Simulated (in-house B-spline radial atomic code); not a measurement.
A fraction x of an electron is removed from 3p in Ca⁵⁺, starting from [Ne] 3s2 3p3 and keeping the highest spin. Method: non-relativistic PBE0, spin-polarised, spherical fractional occupations, point nucleus. Calculated with an all-electron radial atomic-structure program (B-spline basis).

Caution: exact exchange at fractional occupations of open shells leaves self-interaction of up to several eV.

```json
{"x": "0", "E(x) - E(0) (eV)": "0.0000", "3p up level (eV)": "-100.906"}
{"x": "0.12", "E(x) - E(0) (eV)": "12.2332", "3p up level (eV)": "-102.982"}
{"x": "0.16", "E(x) - E(0) (eV)": "16.3663", "3p up level (eV)": "-103.675"}
{"x": "0.3", "E(x) - E(0) (eV)": "31.0512", "3p up level (eV)": "-106.111"}
{"x": "0.48", "E(x) - E(0) (eV)": "50.4344", "3p up level (eV)": "-109.260"}
{"x": "0.5", "E(x) - E(0) (eV)": "52.6231", "3p up level (eV)": "-109.611"}
{"x": "0.62", "E(x) - E(0) (eV)": "65.9029", "3p up level (eV)": "-111.721"}
{"x": "0.73", "E(x) - E(0) (eV)": "78.2989", "3p up level (eV)": "-113.663"}
{"x": "0.77", "E(x) - E(0) (eV)": "82.8596", "3p up level (eV)": "-114.370"}
{"x": "0.95", "E(x) - E(0) (eV)": "103.7334", "3p up level (eV)": "-117.564"}
{"x": "1", "E(x) - E(0) (eV)": "109.6339", "3p up level (eV)": "-118.454"}
```

The exact functional would give a straight line between the two integer points. Deviations E(x) - E(0) - x[E(1) - E(0)], in eV: -0.923 at x = 0.12, -1.175 at x = 0.16, -1.839 at x = 0.3, -2.19 at x = 0.48, -2.194 at x = 0.5, -2.07 at x = 0.62, -1.734 at x = 0.73, -1.559 at x = 0.77, -0.419 at x = 0.95.

The curve lies below the straight line by up to 2.194 eV (at x = 0.5): convex, the delocalisation error, to which spherically averaged exact exchange adds.

**Question.** How well does Slater's transition state (minus the level at half occupation) give the ionisation energy?

**Answer.** It gives 109.611 eV against 109.634 eV from the two total energies; NIST lists 108.78 eV, ground level to ground level. The end point has an open shell averaged over its orbitals, so its exact exchange keeps a self-interaction and this is no true integer point.
